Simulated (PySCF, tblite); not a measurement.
Isomers of C8H15NO. All values are computed: GFN2-xTB (tblite) harmonic vibrations without scaling, gas phase. The method is semi-empirical: single wavenumbers can be off by several per cent or more. One conformer each.

Electronic energies: PBE0/pcSseg-1 single points on the GFN2-xTB geometries (PySCF, gas phase).

```
                  SMILES  electronic energy, lowest = 0 (kJ/mol)
CC(=O)N[C@@H]1CCC[C@H]1C                                     0.0
    CC/C=C(\C(N)=O)C(C)C                                    64.4
      C=C(CC)C(=O)N(C)CC                                   108.0
        C=CCCC(=O)NC(C)C                                    75.6
         CN(C=O)CC1CCCC1                                    46.2
```

Question: How do GFN2-xTB zero-point energies change the relative energies?

Answer: 
```json
{"SMILES": "CC(=O)N[C@@H]1CCC[C@H]1C", "ZPE (kJ/mol)": "576.7", "of it from modes above 1550 cm⁻¹": "283.0", "electronic (kJ/mol)": "0.0", "with ZPE, lowest = 0 (kJ/mol)": "0.0", "lowest mode (cm⁻¹)": "18", "rings": "1"}
{"SMILES": "CN(C=O)CC1CCCC1", "ZPE (kJ/mol)": "578.4", "of it from modes above 1550 cm⁻¹": "277.0", "electronic (kJ/mol)": "46.2", "with ZPE, lowest = 0 (kJ/mol)": "47.9", "lowest mode (cm⁻¹)": "26", "rings": "1"}
{"SMILES": "CC/C=C(\\C(N)=O)C(C)C", "ZPE (kJ/mol)": "567.6", "of it from modes above 1550 cm⁻¹": "297.3", "electronic (kJ/mol)": "64.4", "with ZPE, lowest = 0 (kJ/mol)": "55.3", "lowest mode (cm⁻¹)": "45", "rings": "0"}
{"SMILES": "C=CCCC(=O)NC(C)C", "ZPE (kJ/mol)": "566.1", "of it from modes above 1550 cm⁻¹": "294.7", "electronic (kJ/mol)": "75.6", "with ZPE, lowest = 0 (kJ/mol)": "65.0", "lowest mode (cm⁻¹)": "18", "rings": "0"}
{"SMILES": "C=C(CC)C(=O)N(C)CC", "ZPE (kJ/mol)": "566.5", "of it from modes above 1550 cm⁻¹": "291.3", "electronic (kJ/mol)": "108.0", "with ZPE, lowest = 0 (kJ/mol)": "97.8", "lowest mode (cm⁻¹)": "40", "rings": "0"}
```

The zero-point energies span 12.3 kJ/mol, from `C=CCCC(=O)NC(C)C` to `CN(C=O)CC1CCCC1`. The order is unchanged.

Question: And how do the electronic energies of GFN2-xTB itself compare?

Answer: `CC(=O)N[C@@H]1CCC[C@H]1C` 0.0; `CN(C=O)CC1CCCC1` 23.6; `CC/C=C(\C(N)=O)C(C)C` 123.8; `C=CCCC(=O)NC(C)C` 127.6; `C=C(CC)C(=O)N(C)CC` 119.2 kJ/mol, lowest = 0. Against the energies above, taken from the same isomer `CC(=O)N[C@@H]1CCC[C@H]1C`, the largest difference is 59.4 kJ/mol.

Question: What do entropy and thermal enthalpy add at 298.15 K and 1 bar (rigid rotor, harmonic oscillator, one conformer each)?

Answer: 
| SMILES | point group | symmetry number | S (J/(mol K)) | H − H(0) (kJ/mol) | ZPE + H − H(0) − TS (kJ/mol) |
| --- | --- | --- | --- | --- | --- |
| CN(C=O)CC1CCCC1 | C1 | 1 | 439.6 | 30.86 | 478.2 |
| CC/C=C(\C(N)=O)C(C)C | C1 | 1 | 465.2 | 36.17 | 465.1 |
| C=C(CC)C(=O)N(C)CC | C1 | 1 | 470.6 | 35.95 | 462.2 |

Not tabulated: `CC(=O)N[C@@H]1CCC[C@H]1C` (lowest mode only 18 cm⁻¹); `C=CCCC(=O)NC(C)C` (lowest mode only 18 cm⁻¹).
